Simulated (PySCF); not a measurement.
BeO, SMILES [Be]=[O]. Atoms are numbered in the order given.

```xyz
2

Be     0.0000     0.0000    -0.8825
O      0.0000     0.0000     0.4412
```
Charge 0, spin multiplicity 1.

The structure is a stationary point at B3LYP-D3(BJ)/def2-TZVPD.

Two levels are set side by side: PBE/pcSseg-2 (PySCF) and PBE0/pcSseg-2 (PySCF). GIAO shifts against H2O (¹⁷O) at the same level; non-relativistic, no solvent, atoms listed together averaged. Differences are taken from unrounded values.

```json
[
 {"quantity": "δ(¹⁷O) of O2 (ppm)", "PBE0": "40.0"}
]
```

**Question.** What does PBE give, and how far is it from PBE0? (An estimate is asked for; the answer gives what the named calculation found.)

**Answer.** 
| quantity | PBE | PBE minus PBE0 |
|---|---|---|
| δ(¹⁷O) of O2 (ppm) | 2.1 | -37.9 |

Rough cost on one machine, each run with all the roots and properties that it gave: PBE0 against PBE within a factor of 2.
